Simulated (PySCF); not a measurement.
Match the calculated data to a structure.

All candidates are C10H12.

| technique | computed result |
| --- | --- |
| Rotational structure | rotational constants A, B, C: 2.273, 0.723, 0.625 GHz [GFN2-xTB] |
| Dipole | 0.43 D [PBE0/pcSseg-1] |
| 13C NMR | chemical shifts (computed TMS as zero) by class: 151.3 (1 C), 148.2 (1 C), 146.4 (1 C), 117.4 (1 C), 91.6 (1 C), 88.3 (1 C), 50.1 (1 C), 46.6 (1 C), 17.5 (1 C), 15.8 (1 C) ppm [GIAO PBE0/pcSseg-1] |
| 1H NMR | chemical shifts (computed TMS as zero) by class: 6.48 (1 H), 6.47 (1 H), 6.45 (1 H), 5.42 (1 H), 5.25 (1 H), 2.81 (1 H), 2.55 (1 H), 2.32 (1 H), 2.30 (1 H), 1.19 (3 H) ppm [GIAO PBE0/pcSseg-1] |

Gas-phase values; electronic properties from PySCF, density fitting. Levels stand in brackets. Isolated species at its GFN2-xTB geometry (one conformer only). NMR classes are plain means over equivalent atoms (diastereotopic ones count apart unless rotation or inversion swaps them), as if these changed places fast.

Question: Which candidate is it?
A. `C/C=C\C=C/C#CC1CC1`
B. `C=Cc1cccc(CC)c1`
C. `C=C[C@]1(C#CCC)C=CC1`
D. `CC(C)c1ccc2c(c1)C2`

Answer: C. It is `C=C[C@]1(C#CCC)C=CC1`. Numbering: `[CH2:1]=[CH:2][C@:3]1([C:4]#[C:5][CH2:6][CH3:7])[CH:8]=[CH:9][CH2:10]1`. Its formula, C10H12, gives 5 degrees of unsaturation: 1 ring and 4 π bonds in the structure found. 10 carbons fall into 10 classes; from least to most shielded: alkene CH carbon [C2] (151.3 ppm), alkene CH carbon [C8] (148.2 ppm), alkene CH carbon [C9] (146.4 ppm), terminal =CH2 carbon [C1] (117.4 ppm), alkyne carbon [C5] (91.6 ppm), alkyne carbon [C4] (88.3 ppm), allylic carbon [C10] (50.1 ppm), allylic carbon [C3] (46.6 ppm), methyl carbon [C7] (17.5 ppm), propargylic carbon [C6] (15.8 ppm). Hydrogen classes from least to most shielded: 1 H on an alkene CH carbon, C9 (6.48 ppm), 1 H on an alkene CH carbon, C8 (6.47 ppm), 1 H on an alkene CH carbon, C2 (6.45 ppm), 1 H on a terminal =CH2 carbon, C1 (5.42 ppm), 1 H on a terminal =CH2 carbon, C1 (5.25 ppm), 1 H on an allylic carbon, C10 (2.81 ppm), 1 H on an allylic carbon, C10 (2.55 ppm), 1 H on a propargylic carbon, C6 (2.32 ppm), 1 H on a propargylic carbon, C6 (2.30 ppm), 3 H on a methyl carbon, C7 (1.19 ppm). The optimised geometry has point group C1 and is an asymmetric top.

The others, at the same levels:
- `C=Cc1cccc(CC)c1` fails: its computed 13C shifts are 151.3 (1 C), 145.0 (1 C), 141.8 (1 C), 134.7 (1 C), 133.5 (1 C), 133.5 (1 C), 127.1 (1 C), 117.8 (1 C), 35.3 (1 C), 22.6 (1 C) ppm, 1H shifts are 7.93 (1 H), 7.56 (1 H), 7.33 (1 H), 7.19 (1 H), 6.84 (1 H), 6.29 (1 H), 5.59 (1 H), 2.66 (2 H), 1.22 (3 H) ppm and rotational constant A is 2.091 GHz (against 2.273 GHz).
- `CC(C)c1ccc2c(c1)C2` fails: it has 9 carbon classes against 10; its computed 13C shifts are 157.3 (1 C), 134.8 (1 C), 131.6 (1 C), 131.0 (1 C), 119.1 (1 C), 118.8 (1 C), 40.7 (1 C), 27.7 (2 C), 23.0 (1 C) ppm, 1H shifts are 7.51 (1 H), 7.36 (1 H), 7.29 (1 H), 3.51 (2 H), 2.72 (1 H), 1.28 (6 H) ppm and rotational constant A is 3.183 GHz (against 2.273 GHz).
- `C/C=C\C=C/C#CC1CC1` fails: it has 9 carbon classes against 10; its computed 13C shifts are 138.9 (1 C), 136.9 (1 C), 134.0 (1 C), 116.5 (1 C), 115.3 (1 C), 80.8 (1 C), 17.2 (1 C), 12.7 (2 C), 4.0 (1 C) ppm, 1H shifts are 6.80 (1 H), 6.77 (1 H), 5.81 (1 H), 5.74 (1 H), 1.95 (3 H), 1.54 (1 H), 0.88 (2 H), 0.74 (2 H) ppm and rotational constant A is 2.928 GHz (against 2.273 GHz).

Each candidate is one conformer, not necessarily the lowest. Dipoles, sizes and rotational constants follow the conformer. The torsions of the flexible species, by atom-mapped SMILES:
- `[CH2:1]=[CH:2][C@:3]1([C:4]#[C:5][CH2:6][CH3:7])[CH:8]=[CH:9][CH2:10]1`: C1–C2–C3–C4 131°
- `[CH2:1]=[CH:2][c:3]1[cH:4][cH:5][cH:6][c:7]([CH2:8][CH3:9])[cH:10]1`: C1–C2–C3–C4 179°, C6–C7–C8–C9 -91°
- `[CH3:1][CH:2]([CH3:3])[c:4]1[cH:5][cH:6][c:7]2[c:8]([cH:9]1)[CH2:10]2`: C1–C2–C4–C5 -62°
- `[CH3:1]/[CH:2]=[CH:3]\[CH:4]=[CH:5]/[C:6]#[C:7][CH:8]1[CH2:9][CH2:10]1`: C2–C3–C4–C5 180°
